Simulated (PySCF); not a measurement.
B2GeH6N, CH5BClGe, CH4B2Ge (calculated)

All values are calculated (PySCF 2.14.0). Calculation on a computer-drawn molecule: the log of a Hartree-Fock and frozen-core CCSD(T) single point meant for a local Hartree-Fock minimum, with one planted fault or none, to be diagnosed. Offsets are logged minus clean, where the clean run is the same molecule without the fault. The reference is restricted for singlets and unrestricted otherwise, and also for a bond in bohr or an excited solution. Adding or removing an electron swaps singlet and doublet. The excited solution moves the top pair (singlet) or top alpha electron (doublet) to the lowest empty orbital. Highest occupied and lowest empty are orbital energies over both spins, largest force is the largest gradient component, triples share is (T) over the correlation energy, the T1 limit is 0.02 restricted and 0.045 unrestricted, electrons count all cores, a negative frequency is imaginary (commonest isotopes), and the dipole is about the centre of nuclear charge; on germanium a core potential holds 10 electrons, which the energies leave out, and 3d is frozen in MP2 and coupled-cluster steps.

Common to all runs: meant charge 0; meant basis and core potential on germanium cc-pVDZ-PP ECP10MDF; logged SCF converged yes; logged CC converged yes; logged SCF stable within its kind yes; possible faults no fault, one electron removed, one electron added, multiplicity raised by two, geometry at a saddle point, SCF held on an excited solution, minimal basis STO-3G, one bond length entered in bohr, all coordinates scaled.

```yaml
- entry: 1
  formula: B2GeH6N
  logged_structure:
    atoms_angstrom:
      - [B, -1.5424, 2.1663, -0.6751]
      - [Ge, -0.9342, 0.1774, -0.8139]
      - [B, 0.6305, -0.0227, -2.1731]
      - ["N", -2.2768, -1.0242, -1.2642]
      - [H, -0.9593, 3.2081, -0.5811]
      - [H, -0.4963, -0.202, 0.6133]
      - [H, 1.7585, 0.2094, -1.8407]
      - [H, 0.4253, -0.3208, -3.3169]
      - [H, -2.5576, -0.956, -2.2284]
      - [H, -3.1096, -0.9271, -0.7071]
  given:
    meant_multiplicity: 2
    meant_basis: cc-pVDZ
    logged_electrons: 55
    logged_basis_functions: 95
    logged_spin_squared: 3.8056
    "logged_highest_occupied [eV]": -7.5989
    "logged_lowest_empty [eV]": -1.3749
    "logged_largest_force [hartree/bohr]": 0.041106
    logged_T1_diagnostic: 0.034221
    logged_D1_diagnostic: 0.16364
    logged_triples_share: 0.032108
    "logged_dipole_magnitude [debye]": 3.0118
    "logged_energy_HF [hartree]": -400.48167
    "logged_energy_CCSD(T) [hartree]": -400.95724
    drawn_bonds_atom: [1, 2, 2, 1, 2, 3, 3, 4, 4]
    drawn_bonds_other_atom: [2, 3, 4, 5, 6, 7, 8, 9, 10]
    drawn_bonds_order: [1, 1, 1, 1, 1, 1, 1, 1, 1]
  results:
    planted_fault: "multiplicity raised by two"
    "HF_energy_offset_from_clean_run [kcal/mol]": 63.32
    "CCSD(T)_energy_offset_from_clean_run [kcal/mol]": 63.7
- entry: 2
  formula: CH5BClGe
  logged_structure:
    atoms_angstrom:
      - [B, -1.8619, 0.2857, -0.3553]
      - [Ge, -1.8974, 0.125, 1.7056]
      - [C, -0.3739, 0.9607, 2.6001]
      - [Cl, -1.8215, -2.0017, 2.2534]
      - [H, -1.9164, 1.2405, -1.0721]
      - [H, -3.2291, 0.6152, 2.2808]
      - [H, 0.5614, 0.5526, 2.215]
      - [H, -0.3894, 2.0397, 2.4314]
      - [H, -0.428, 0.765, 3.6715]
  given:
    meant_multiplicity: 2
    meant_basis: "cc-pV(D+d)Z"
    logged_electrons: 66
    logged_basis_functions: 99
    logged_spin_squared: 0.0
    "logged_highest_occupied [eV]": -0.39872
    "logged_lowest_empty [eV]": 7.103
    "logged_largest_force [hartree/bohr]": 0.053524
    logged_T1_diagnostic: 0.012914
    logged_D1_diagnostic: 0.049292
    logged_triples_share: 0.02837
    "logged_dipole_magnitude [debye]": 6.9541
    "logged_energy_HF [hartree]": -818.28135
    "logged_energy_CCSD(T) [hartree]": -818.82107
    drawn_bonds_atom: [1, 2, 2, 1, 2, 3, 3, 3]
    drawn_bonds_other_atom: [2, 3, 4, 5, 6, 7, 8, 9]
    drawn_bonds_order: [1, 1, 1, 1, 1, 1, 1, 1]
  results:
    planted_fault: "one electron added"
    "HF_energy_offset_from_clean_run [kcal/mol]": 21.56
    "CCSD(T)_energy_offset_from_clean_run [kcal/mol]": -2.52
- entry: 3
  formula: CH4B2Ge
  logged_structure:
    atoms_angstrom:
      - [B, -2.2567, -1.2196, 0.3369]
      - [Ge, -0.1998, -1.9035, 0.0081]
      - [B, 1.0231, -0.3132, -0.4174]
      - [C, 1.7885, 0.8074, -0.698]
      - [H, -0.1905, -2.9065, -1.1542]
      - [H, 0.2897, -2.6267, 1.2708]
      - [H, 2.8535, 0.7499, -0.9012]
      - [H, 1.3563, 1.8036, -0.7283]
  given:
    meant_multiplicity: 1
    meant_basis: cc-pVDZ
    logged_electrons: 51
    logged_basis_functions: 85
    logged_spin_squared: 1.4051
    "logged_highest_occupied [eV]": -13.323
    "logged_lowest_empty [eV]": -6.0182
    "logged_largest_force [hartree/bohr]": 0.064046
    logged_T1_diagnostic: 0.087289
    logged_D1_diagnostic: 0.37481
    logged_triples_share: 0.03529
    "logged_dipole_magnitude [debye]": 6.3553
    "logged_energy_HF [hartree]": -382.48316
    "logged_energy_CCSD(T) [hartree]": -382.86187
    drawn_bonds_atom: [1, 2, 3, 2, 2, 4, 4]
    drawn_bonds_other_atom: [2, 3, 4, 5, 6, 7, 8]
    drawn_bonds_order: [1, 1, 2, 1, 1, 1, 1]
  results:
    planted_fault: "one electron removed"
    "HF_energy_offset_from_clean_run [kcal/mol]": 163.3
    "CCSD(T)_energy_offset_from_clean_run [kcal/mol]": 196.8
  notes: ["T1 above single-reference limit"]
```
